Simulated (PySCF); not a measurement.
H3O3Zr, SMILES [OH][Zr+]([OH])[OH], charge +1, multiplicity 1.

Geometry: B3LYP-D3(BJ)/def2-SVP. The spin state was assumed, not searched. The isomer is the one that the SMILES or the coordinates give; other isomers of the formula were not compared. The def2 effective core potentials stand for the cores of Zr; spin–orbit coupling is left out. One conformer was computed; it need not be the lowest.

Method: PySCF with B3LYP-D3(BJ)/def2-SVP.

Frequencies are harmonic and unscaled.

Modes within 1.5 cm⁻¹ of each other (mostly degenerate sets) share a row, with their intensities summed.

Estimate the vibrational spectrum. (An estimate is asked for; the answer gives what the named calculation found.)


```tsv
mode	ν (cm⁻¹)	IR (km/mol)	moving atoms (share of kinetic energy)
1	118	0.7	O 52 %, Zr 29 %, H 19 %
2–3	185	0.1	O 75 %, H 15 %, Zr 10 %
4	318	0.0	H 88 %, O 12 %
5–6	417	720.5	H 85 %, O 15 %
7–8	533	47.4	H 87 %, O 13 %
9	581	478.4	H 79 %, O 20 %
10	794	23.0	O 88 %
11–12	798	400.7	O 73 %, Zr 22 %
13–14	3856	1370.6	H 94 %
15	3869	168.1	H 94 %
```
